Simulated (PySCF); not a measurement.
A calculated (PW91, PySCF 2.14, aug-cc-pV(D+d)Z, no relativity, point nucleus) atom or ion has these occupied shells.

| shell | electrons | orbital energy (eV) | rms radius, mean of both spins (bohr) |
| --- | --- | --- | --- |
| 1s α | 1 | -2756.6 | 0.106 |
| 1s β | 1 | -2756.2 | 0.106 |
| 2s α | 1 | -265.40 | 0.485 |
| 2s β | 1 | -264.90 | 0.485 |
| 2p α | 3 | -206.20 | 0.454 |
| 2p β | 3 | -205.64 | 0.454 |
| 3s α | 1 | -33.723 | 1.59 |
| 3p α | 3 | -20.983 | 1.84 |
| 3p β | 2 | -18.843 | 1.84 |

Problem. Name the element and its charge.

Solution. Cl+ (chlorine, charge +1), in [Ne] 3s1 3p5, high-spin 3P determinant (an excited configuration).
